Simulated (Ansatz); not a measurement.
Coupled-cluster run, `[F][Ta]([F])([F])=[S]`.

```yaml
crystal:
  periodic: [false, false, false]
  atoms:
    - {symbol: F, position_ang: [-0.851177, -0.125136, 1.662458]}
    - {symbol: Ta, position_ang: [-0.012078, -0.085252, 0.005842]}
    - {symbol: F, position_ang: [1.489437, -1.178506, 0.014593]}
    - {symbol: F, position_ang: [-1.189434, -0.614449, -1.329730]}
    - {symbol: S, position_ang: [0.613152, 1.929543, -0.394564]}
basis:
  gaussian: {orbitals: def2-TZVPP}
correlation: {method: ccsd_t}
output: {orbitals: {seedname: orbitals}}
```

```sh
$ ansatz run in.yaml --threads 4 --pin off --events-out ev --progress --plain --max-ram 10444MiB
```

Output of Ansatz, abridged:

```
Functional definition: HF
1226 factors; integrals over basis functions are off by at most 8.2e-4 eV
mean field evaluation 1: about -20473.5317 eV, gradient 6.1e1 eV
mean field evaluation 2: about -20473.7105 eV, gradient 6.1e1 eV
mean field evaluation 4: about -20480.8951 eV, gradient 5.1e0 eV
mean field evaluation 8: about -20480.9991 eV, gradient 7.3e-1 eV
mean field -20481.00091587 eV, -752.6629011372 hartree, gradient 2.5e-6 eV, S^2 0.000000; 0 other end points of the search recorded, 0 dependent functions left out
8 core orbitals not correlated: weight in the atoms' cores, before any rotation towards them, 1.000 or more for the frozen orbitals, at most 0.000 for the correlated occupied ones
reference -20481.00091587 eV, -752.6629011372 hartree; 20, 20 occupied and 163, 163 virtual orbitals, 1226 factors
second order -36.02190272 eV of doubles, -0.00000000 eV of singles
cycle   1  -34.19393896 eV  change     1.8e0 eV  update   2.2e-1
cycle   2  -35.28284817 eV  change    -1.1e0 eV  update   1.2e-1
cycle   3  -35.54606479 eV  change   -2.6e-1 eV  update   3.5e-2
cycle   4  -35.53450388 eV  change    1.2e-2 eV  update   1.3e-2
cycle   5  -35.51619520 eV  change    1.8e-2 eV  update   4.3e-3
cycle   6  -35.51530824 eV  change    8.9e-4 eV  update   1.8e-3
cycle   7  -35.51685889 eV  change   -1.6e-3 eV  update   9.0e-4
cycle   8  -35.51631413 eV  change    5.4e-4 eV  update   3.7e-4
cycle   9  -35.51636315 eV  change   -4.9e-5 eV  update   1.3e-4
cycle  10  -35.51658726 eV  change   -2.2e-4 eV  update   4.9e-5
cycle  11  -35.51647335 eV  change    1.1e-4 eV  update   2.2e-5
cycle  12  -35.51645750 eV  change    1.6e-5 eV  update   1.0e-5
perturbative correction -1.59432703 eV, -0.0585904376 hartree
Total energy: -20518.11170040 eV, -754.0266973139 hartree
```

Run time 97 s (4 threads of an Arm Neoverse V1 on a shared host); peak host memory 2.6 GiB.

Correlation energy per correlated electron: -0.928 eV. T1 diagnostic: 0.0202.
